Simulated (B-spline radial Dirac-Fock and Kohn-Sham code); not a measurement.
# Relativistic shifts of the levels of Ni⁷⁺

System: Ni⁷⁺, 1s2 2s2 2p6 3s2 3p6 3d3.

Both columns are ΔSCF binding energies of the configuration average from a radial atomic solver: non-relativistic Hartree-Fock with a point nucleus, and Dirac-Fock with a finite nucleus and the Coulomb interaction alone, averaged over the two j levels with weights 2j+1.

```csv
shell,Hartree-Fock (eV),Dirac-Fock (eV),shift (eV),shift (%)
1s,8436.8,8526.1,+89.28,+1.06
2s,1178.4,1197.5,+19.05,+1.62
2p,1041.1,1044.7,+3.61,+0.35
3s,272.7,276.1,+3.44,+1.26
3p,226.3,227.0,+0.73,+0.32
3d,160.0,159.4,-0.63,-0.40
```

Relativity binds 1s, 2s, 2p, 3s, 3p more strongly, among those listed most of all 2s in relative terms, and 3d more weakly, because the contracted s and p shells screen the nucleus better.

Values without a named source are computed, but for edge energies of neutral atoms, which are taken from tables.
